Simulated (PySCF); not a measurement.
# How methods differ on the ionisation energy of Rb

Rb [Kr] 5s1 [5s1/2^1, M_J = 1/2] → Rb⁺ [Kr], as a difference of total energies. All numbers are calculated (PySCF 2.14, the two-component X2C-1e Hamiltonian, in x2c-TZVPall-2c (8s9p7d1f, 77 functions)). Correlated levels: [Ar] 3d10 frozen; the 6 highest virtual spinors dropped. "Screened" scales the spin-orbit matrix elements by Boettger's factors to mimic the two-electron term; Breit and QED terms are absent.

| method | ionisation energy (eV) |
| --- | --- |
| GHF (screened spin-orbit) | 3.798 |
| GMP2 (screened spin-orbit) | 4.096 |

How much does correlation contribute at GMP2 (screened spin-orbit)?

4.096 − (3.798) = 0.298 eV, measured against GHF (screened spin-orbit).

Errors of the correlated levels include the incompleteness of this basis and the frozen core.

For comparison: 4.177 eV (measured; NIST Atomic Spectra Database, ionization energies).
